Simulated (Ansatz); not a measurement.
Basis-set series for C₂F₂N₂Sn (`N#[C][Sn]([F])([F])[C]#N`). The species carries charge 0 and has multiplicity 1. Sn takes the def2 core potential. Geometry: relaxed with PBE0-D4/def2-TZVP.

| functional | basis | functions | energy (Eh) | HOMO (eV) | LUMO (eV) |
| --- | --- | --- | --- | --- | --- |
| PBE0-D4 | def2-SVP | 110 | -598.98719 | -11.14 | -2.51 |
| PBE0-D4 | def2-TZVPP | 236 | -599.47533 | -11.21 | -2.72 |
| ωB97M-V | def2-SVP | 110 | -599.25024 | -13.49 | -0.40 |
| ωB97M-V | def2-TZVPP | 236 | -599.74933 | -13.58 | -0.66 |

(1) Give the rows for def2-QZVPP. (Best estimate.)

## Answers

(1) The calculation gave: 
```tsv
functional	basis	functions	energy (Eh)	HOMO (eV)	LUMO (eV)
PBE0-D4	def2-QZVPP	424	-599.49928	-11.22	-2.74
ωB97M-V	def2-QZVPP	424	-599.77143	-13.58	-0.69
```

Computed with Ansatz.
